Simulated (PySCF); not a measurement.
[Zn(Cl)2] (charge 0, multiplicity 1)

These are PySCF with PBE-D3(BJ)/def2-TZVP // TPSS-D3(BJ)/def2-SVP values and carry that method's errors.

The HOMO is -7.74 eV, the dipole moment is 0.00 D and the HOMO–LUMO gap is 5.04 eV. The LUMO comes out as -2.70 eV, the charge on the central atom (Mulliken) is 0.54 e and the charge on the central atom (meta-Löwdin) comes out as 1.19 e. The total energy comes out as -2699.2930 Ha. The cost comes out as very roughly 19 core-seconds.

Bond lengths (Å): Zn1–Cl2 2.104, Zn1–Cl3 2.104. Bond angles (°): Cl2–Zn1–Cl3 180.0.
Charge 0, spin multiplicity 1.
